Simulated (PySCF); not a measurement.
Precursor series Ti F-H. Gas-phase values, no solvent.

All values below come from PBE-D3(BJ)/def2-TZVP // BP86-D3(BJ)/def2-SVP in PySCF. All candidates: neutral, multiplicity 1. 

```
Quantity         Result
-------------  --------
dipole moment    0.00 D
HOMO–LUMO gap   3.11 eV
LUMO           -4.32 eV
```

**Question.** Name which member has these values.
(A) [Ti(H)4]
(B) [Ti(F)4]
(C) [Ti(F)3(H)]
(D) [Ti(F)(H)3]

**Answer.** A, [Ti(H)4]. The others give [Ti(F)4]: 0.01 D, 6.33 eV, -4.10 eV; [Ti(F)(H)3]: 0.57 D, 3.29 eV, -4.25 eV; [Ti(F)3(H)]: 0.05 D, 3.95 eV, -4.16 eV
